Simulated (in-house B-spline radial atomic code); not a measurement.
Al⁶⁺. Computed with a B-spline radial atomic code. Model: all-electron spherical atom, spin shells full or empty, radial basis limit, no spin-orbit coupling: exact exchange with a local potential (Slater, KLI or optimised effective potential, whose far tail is KLI's), no correlation.

Exchange potential has not reached -1/r at the last radius.

The run also made RPA and GW results, which its time includes.

The Slater potential averages the orbital exchange potentials with the orbital densities as weights, KLI adds orbital constants, and the optimised effective potential minimises the exact-exchange energy among local potentials. So their energies lie above Hartree-Fock in the order OEP, KLI, Slater. All fall off as −1/r, unlike LDA and GGA exchange.

Command:
```bash
python run_gw.py task.json out
```
Settings (nuclear radius in fm, other lengths in bohr, energies in hartree):
```
Z                      13
electrons              7
configuration          [He] 2s2 2p3
hamiltonian            x2c
method                 kli
lmax                   9
rms_radius             3.061
spin_polarised         True
box_radius             9.29
intervals              100
```

Time taken, with all properties: 2.8 s on 1 thread of Arm Neoverse V1 (shared host).

Given: hamiltonian one-electron scalar X2C; mean-field start exchange-only KLI.

Computed: energy above Hartree-Fock 1.9312 millihartree.

```
radius (bohr)  r times exchange potential up (hartree bohr)  r times exchange potential down (hartree bohr)
      0.00385                                       -0.0416                                       -0.043951
      0.00455                                             ?                                               ?
      0.00538                                     -0.058019                                       -0.061303
      0.00637                                      -0.06859                                       -0.072476
      0.00753                                     -0.080914                                       -0.085506
      0.00891                                     -0.095472                                         -0.1009
       0.0105                                      -0.11209                                        -0.11849
       0.0125                                      -0.13273                                        -0.14033
       0.0148                                      -0.15606                                        -0.16504
       0.0175                                      -0.18282                                        -0.19342
       0.0207                                      -0.21359                                        -0.22608
       0.0244                                             ?                                               ?
       0.0289                                      -0.28723                                        -0.30448
       0.0342                                      -0.33054                                        -0.35079
       0.0405                                      -0.37749                                        -0.40121
       0.0479                                      -0.42632                                        -0.45399
       0.0566                                      -0.47528                                        -0.50742
        0.067                                      -0.52256                                         -0.5598
       0.0793                                      -0.56426                                        -0.60717
       0.0938                                       -0.5966                                        -0.64549
        0.111                                      -0.61644                                        -0.67063
        0.131                                      -0.62295                                        -0.67777
        0.155                                      -0.62298                                        -0.66166
        0.184                                      -0.63763                                         -0.6143
        0.217                                      -0.69387                                        -0.54182
        0.257                                      -0.80294                                        -0.49142
        0.304                                      -0.94075                                        -0.54041
         0.36                                       -1.0825                                         -0.6501
        0.426                                       -1.2074                                        -0.75536
        0.504                                        -1.301                                        -0.84096
        0.596                                       -1.3525                                        -0.90599
        0.705                                       -1.3594                                        -0.95111
        0.834                                       -1.3284                                        -0.97832
        0.987                                       -1.2735                                         -0.9921
         1.17                                       -1.2094                                        -0.99776
         1.38                                       -1.1494                                         -0.9995
         1.63                                       -1.0967                                        -0.99992
```

Problem. What belongs in the row 0.00455?

Solution. r times exchange potential up (hartree bohr): -0.049123; r times exchange potential down (hartree bohr): -0.051901.

Problem. What belongs in the row 0.0244?

Solution. r times exchange potential up (hartree bohr): -0.24778; r times exchange potential down (hartree bohr): -0.26243.

```tsv
occupied	level (hartree)	Hartree-Fock level (hartree)
1s up	-62.953	-65.407
1s down	-63.21	-65.037
2s up	-10.196	-10.453
2s down	?	?
2p up	-8.9493	-8.9502
```

Problem. What belongs in the row 2s down?

Solution. level (hartree): -9.44; Hartree-Fock level (hartree): -9.4411.

```
  empty  level (hartree)
2p down          -8.1476
  3s up          -3.6965
3s down          -3.5199
  3p up          -3.3562
3p down          -3.1811
  3d up                ?
3d down           -2.783
  4s up          -1.8959
4s down          -1.8457
  4p up                ?
4p down          -1.7131
```

Problem. What belongs in the row 3d up?

Solution. level (hartree): -2.9888.

Problem. What belongs in the row 4p up?

Solution. level (hartree): -1.764.

The highest level, 2p up, differs from Hartree-Fock by +0.027 eV and the deepest, 1s down, by +49.7 eV: a local potential can match the highest level but can't give each shell its own exchange.
